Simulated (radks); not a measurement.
Co, 27 electrons, occupied as [Ar] 3d5 4s2 4p2 (not the ground configuration). Calculated with a radial shooting solver on a logarithmic mesh with Libxc functionals: scalar-relativistic Kohn-Sham, BLYP, spin-polarised, spherical densities, point nucleus; open shells are filled with parallel spins first.

Unscreened Slater integrals over Kohn-Sham orbitals (cm^-1). They are taken over the spin-up orbitals.

\begin{tabular}{lr}
integral & value \\ \hline
F0(4p,4p) & 64123 \\
F2(4p,4p) & 32884 \\
F0(4p,4s) & 71559 \\
G1(4p,4s) & 45432 \\
F0(4p,3d) & 84419 \\
F2(4p,3d) & 16699 \\
G1(4p,3d) & 6097.6 \\
G3(4p,3d) & 5289.6 \\
F0(4p,3p) & 85211 \\
F2(4p,3p) & 14403 \\
G0(4p,3p) & 3391.1 \\
G2(4p,3p) & 3896.7 \\
F0(4s,4s) & 82538 \\
F0(4s,3d) & 105150 \\
G2(4s,3d) & 10668 \\
F0(4s,3p) & 106560 \\
G1(4s,3p) & 6691.6 \\
F0(3d,3d) & 224220 \\
F2(3d,3d) & 105410 \\
F4(3d,3d) & 65920 \\
F0(3d,3p) & 235510 \\
F2(3d,3p) & 112480 \\
G1(3d,3p) & 138400 \\
G3(3d,3p) & 84673 \\
F0(3p,3p) & 249790 \\
F2(3p,3p) & 125220 \\
\end{tabular}

Derived for the open shells (J is the average intra-shell exchange parameter used in DFT+U). 3d: Racah B = F2/49 - 5 F4/441 = 1404 cm^-1, C = 35 F4/441 = 5232 cm^-1, C/B = 3.73, F4/F2 = 0.625, J = (F2 + F4)/14 = 12240 cm^-1. 4p: J = F2/5 = 6577 cm^-1; in LS coupling 1D lies 6 F2/25 = 7892 cm^-1 above 3P.
